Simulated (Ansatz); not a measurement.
Reaction (ligand exchange at a Ge–Te bond): `OC[Te][GeH3]` + `CNBF` → `C[N]([GeH3])BF` + `OC[TeH]`

Program: Ansatz. Geometries: PBE0-D4/def2-TZVP. ΔE: electronic, gas phase. CCSD(T)/CBS is the MP2 limit (def2-TZVPP, def2-QZVPP) plus CCSD(T) − MP2 in def2-TZVPP, frozen cores. This one scheme is used for every species. DFT in def2-TZVPP. B3LYP here is the variant with VWN-RPA as its local correlation; programs differ in this. Elements past krypton have def2 core potentials. For Ge, Te outer-core shells are correlated without core-valence functions, which leaves a few kJ/mol of doubt a bond. Scalar relativity is left out up to krypton. Each species was taken in one conformer, which may not be the lowest.

| level | ΔE (kJ/mol) | difference from CCSD(T)/CBS |
| --- | --- | --- |
| r2SCAN-D4 | 67.9 | 5.3 |
| B3LYP-D4 | 66.5 | 3.9 |
| ωB97X-V | 60.8 | -1.8 |
| B2PLYP | 64.0 | 1.4 |
| PBE | 73.2 | 10.6 |
| PBE0 | 73.4 | 10.8 |
| B3LYP | 68.7 | 6.1 |
| HF/def2-TZVPP | 64.0 | 1.4 |
| CCSD/def2-TZVPP | 55.3 | -7.3 |
| CCSD(T)/def2-TZVPP | 54.8 | -7.8 |
| HF/def2-QZVPP | 63.8 | 1.2 |
| MP2/def2-QZVPP | 64.2 | 1.6 |
| SCS-MP2/def2-QZVPP | 60.3 | -2.3 |
| HF/CBS(def2) | 63.7 | 1.1 |
| MP2/CBS(def2) | 67.6 | 5.0 |
| CCSD/CBS(def2) | 63.1 | 0.5 |
| CCSD(T)/CBS | 62.6 | 0 |

Largest T1 diagnostic among the species: 0.012.

In def2-TZVPP, CCSD(T) changes the Hartree–Fock value by −9.2 kJ/mol (the triples alone add −0.5 kJ/mol) and MP2 by −4.2 kJ/mol.
